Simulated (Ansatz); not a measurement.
## Nudged elastic band run: CH6BSb

Input:

```yaml
crystal:
  periodic: [false, false, false]
  atoms:
    - { symbol: C, position_ang: [-0.494422, 1.118204, -0.583381] }
    - { symbol: B, position_ang: [0.167412, -0.294564, -0.578867] }
    - { symbol: Sb, position_ang: [1.408135, -1.0969, 1.113741] }
    - { symbol: H, position_ang: [-1.59499, 0.923757, -0.594269] }
    - { symbol: H, position_ang: [-0.304496, 1.665068, -1.533225] }
    - { symbol: H, position_ang: [-0.282676, 1.779509, 0.278931] }
    - { symbol: H, position_ang: [0.09035, -0.998686, -1.572964] }
    - { symbol: H, position_ang: [0.629376, -2.640044, 1.11915] }
    - { symbol: H, position_ang: [0.381311, -0.456344, 2.350884] }
basis:
  gaussian: { orbitals: def2-SVP }
hamiltonian:
  xc: pbe
  dispersion: d4
neb:
  order_check: false
  images: 5
  f_tol: 0.03
  max_iterations: 60
  initial_path: idpp
  final_atoms:
    - { symbol: C, position_ang: [-0.57405523, 1.09208556, -0.56309266] }
    - { symbol: B, position_ang: [-0.22249517, -0.42469841, -0.4689684] }
    - { symbol: Sb, position_ang: [0.19120135, -1.5074477, 1.45568678] }
    - { symbol: H, position_ang: [-1.44428346, 1.2827004, -1.2287001] }
    - { symbol: H, position_ang: [0.29042701, 1.55413219, -1.10103056] }
    - { symbol: H, position_ang: [-0.70072208, 1.64100724, 0.3897353] }
    - { symbol: H, position_ang: [-0.23871692, -1.11154806, -1.47778095] }
    - { symbol: H, position_ang: [1.59258025, -2.31394627, 0.84456379] }
    - { symbol: H, position_ang: [1.10606425, -0.21228494, 2.1495868] }
```

Run as:

```bash
$ ansatz run input.yaml --threads 1 --pin off --max-ram 2048MiB --backend cpu --events-out ev --progress --plain --runs-dir out
```

Output, in part (warnings, iteration lines, the closing report on the highest movable image, with atoms numbered from 0):

```
NEB end point (image 0): max|allowed force component| = 9.139e-3 eV/Å (the criterion of neb.relax_end_points is 1.000e-2)
NEB end point (image 6): max|allowed force component| = 5.462e-3 eV/Å (the criterion of neb.relax_end_points is 1.000e-2)
NEB iter   1: max|band force component| = 1.704e0 eV/Å  barrier→ = 1.1622 eV  barrier← = 1.1622 eV  Δτ_max = 0.2000 Å  (189 SCF iters)
NEB iter   2: max|band force component| = 4.784e-1 eV/Å  barrier→ = 0.7498 eV  barrier← = 0.7499 eV  CI = image 3  Δτ_max = 0.1807 Å  (137 SCF iters)
NEB iter   3: max|band force component| = 2.045e-1 eV/Å  barrier→ = 0.6681 eV  barrier← = 0.6682 eV  CI = image 3  Δτ_max = 0.0720 Å  (136 SCF iters)
NEB iter   4: max|band force component| = 1.401e-1 eV/Å  barrier→ = 0.6615 eV  barrier← = 0.6616 eV  CI = image 3  Δτ_max = 0.0134 Å  (136 SCF iters)
NEB iter   5: max|band force component| = 6.567e-2 eV/Å  barrier→ = 0.6611 eV  barrier← = 0.6612 eV  CI = image 3  Δτ_max = 0.0261 Å  (139 SCF iters)
NEB iter   6: max|band force component| = 3.007e-2 eV/Å  barrier→ = 0.6609 eV  barrier← = 0.6610 eV  CI = image 3  Δτ_max = 0.0198 Å  (137 SCF iters)
NEB iter   7: max|band force component| = 1.890e-2 eV/Å  barrier→ = 0.6606 eV  barrier← = 0.6607 eV  CI = image 3  Δτ_max = 0.0000 Å  (258 SCF iters)
Total energy: -8342.85641834 eV, -306.5943183829 hartree
Atom 0 at    -0.562024     1.190253    -0.665630 Å, force    -0.001973    -0.006523    -0.010936 eV/Å
Atom 1 at    -0.098013    -0.308279    -0.620849 Å, force    -0.006333     0.011595    -0.009450 eV/Å
Atom 2 at     0.702900    -1.207204     1.107908 Å, force     0.006786    -0.003639     0.018973 eV/Å
Atom 3 at    -1.632117     1.233570    -0.968408 Å, force     0.002034     0.001183     0.002817 eV/Å
Atom 4 at    -0.003922     1.722848    -1.467805 Å, force    -0.000249     0.000565     0.003275 eV/Å
Atom 5 at    -0.447890     1.767434     0.271983 Å, force     0.000816    -0.000506     0.001867 eV/Å
Atom 6 at    -0.145826    -1.094504    -1.545915 Å, force     0.001471    -0.003847     0.000916 eV/Å
Atom 7 at     1.231020    -2.806952     1.262321 Å, force    -0.002707     0.003275    -0.005818 eV/Å
Atom 8 at     0.955874    -0.497166     2.626396 Å, force     0.000154    -0.002103    -0.001644 eV/Å
Dipole moment:     0.012619     0.066480     0.106087 e Å
```

The forces met the threshold. A vibrational analysis at the climbing image gives one clearly imaginary mode, 452i cm⁻¹: a first-order saddle point.

Final band (atoms are numbered from 1 in the order of the input):

| image | path coordinate (Å) | energy (eV) | height of Sb3 over the plane of its neighbours (Å) |
| --- | --- | --- | --- |
| 0 | 0.00 | 0.00 | -1.00 |
| 1 | 0.59 | 0.00 | -0.99 |
| 2 | 1.17 | 0.22 | -0.64 |
| 3 | 1.76 | 0.66 | 0.00 |
| 4 | 2.35 | 0.21 | 0.64 |
| 5 | 2.94 | 0.00 | 0.99 |
| 6 | 3.54 | 0.00 | 1.00 |

Time of the run: 77 s on 1 thread of Arm Neoverse V2, with other jobs on the host, peak memory 0.11 GiB.
